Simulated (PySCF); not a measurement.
A species of formula C7H7Br has this rotational fingerprint, computed with PySCF, PBE0-D3(BJ)/def2-SVP geometry optimisation, gas phase:

- Rotational constants: A = 3515, B = 425.1, C = 389.5 MHz
- Dipole components: |μa| = 1.88 D, |μb| = 1.04 D, |μc| = 0.19 D
- Inertial defect: -35.05 u·Å²
- κ: -0.98

Question: Which structure is it? (One computed conformer of each.)
A. `Cc1ccc(Br)cc1`
B. `C(=C=CC)=C=C(Br)C`

Answer: B. It is CC=C=C=C=C(C)Br, a near-prolate asymmetric top, point group C1. The candidates at the same level (rigid rotor, commonest isotopes):

| SMILES | A (MHz) | B (MHz) | C (MHz) | μa (D) | μb (D) | μc (D) | Δ (u·Å²) | point group | rotor |
| --- | --- | --- | --- | --- | --- | --- | --- | --- | --- |
| CC=C=C=C=C(C)Br | 3515 | 425.1 | 389.5 | 1.88 | 1.04 | 0.19 | -35.05 | C1 | near-prolate asymmetric top |
| Cc1ccc(Br)cc1 | 5524 | 637.0 | 573.2 | 2.13 | 0.01 | 0.05 | -3.18 | – | near-prolate asymmetric top |

`Cc1ccc(Br)cc1` has A 57 % too high. No structure here is proved a minimum.
